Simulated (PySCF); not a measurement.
Computed Raman spectrum (relative Raman activity) of a molecule C₂H₄ClNSi. Coordinates come from a r2SCAN-D4/def2-SVP optimisation. Other conformers were not sampled. All values below come from r2SCAN-D4/def2-SVP in PySCF. Frequencies are harmonic and unscaled.

Lines under 2 % of the strongest are left out, and lines within 2 cm⁻¹ are merged.

```json
[
 {"ν (cm⁻¹)": "540", "relative intensity": "5.0"},
 {"ν (cm⁻¹)": "672", "relative intensity": "6.1"},
 {"ν (cm⁻¹)": "683", "relative intensity": "5.0"},
 {"ν (cm⁻¹)": "785", "relative intensity": "4.7"},
 {"ν (cm⁻¹)": "889", "relative intensity": "4.2"},
 {"ν (cm⁻¹)": "946", "relative intensity": "7.1"},
 {"ν (cm⁻¹)": "1177", "relative intensity": "8.8"},
 {"ν (cm⁻¹)": "1393", "relative intensity": "5.3"},
 {"ν (cm⁻¹)": "2251", "relative intensity": "100"},
 {"ν (cm⁻¹)": "2270", "relative intensity": "48"},
 {"ν (cm⁻¹)": "2352", "relative intensity": "47"},
 {"ν (cm⁻¹)": "3040", "relative intensity": "67"},
 {"ν (cm⁻¹)": "3106", "relative intensity": "40"}
]
```

Q: Pick the molecule that these values belong to.
A. C#C[Si@@H](N)Cl
B. Cl[Si@H]1C=NC1
C. N#CC[SiH2]Cl

A: C, N#CC[SiH2]Cl
